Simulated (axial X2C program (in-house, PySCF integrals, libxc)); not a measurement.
## Which molecule has these constants?

Computed with an in-house relativistic program for diatomic molecules, spin-free (one-electron X2C) or two-component (2c: spin–orbit coupling with atomic mean-field Coulomb and Gaunt terms, which also bring small scalar terms), in Dyall basis sets with cores contracted in-house; open shells are unrestricted.

A two-component PBE0 calculation in a Dyall 3-zeta basis gave Re = 2.601 Å, ωe = 238.8 cm⁻¹, Ω = 0.

Which molecule is it?
A. SnI⁺
B. GeI⁺
C. SiI⁺
D. CI⁺

A. The others have SiI⁺ 2.327 Å and 449.5 cm⁻¹ (Ω = 0); CI⁺ 1.905 Å and 845.6 cm⁻¹ (Ω = 0); GeI⁺ 2.404 Å and 300.1 cm⁻¹ (Ω = 0).

Each entry is the lowest single determinant of a limited PBE0 search at one distance. De goes to single-determinant-based atoms at the same level (for ions the charge split of lowest energy) and is withheld (n/a) where an atom does not fit its ground term or J level. Main or longest-lived isotopes. Some light 2c atoms are not at their ground J level, so De misses part of their lowering (0.04 eV or less). The functionals have no current term, which raises determinants with orbital currents.
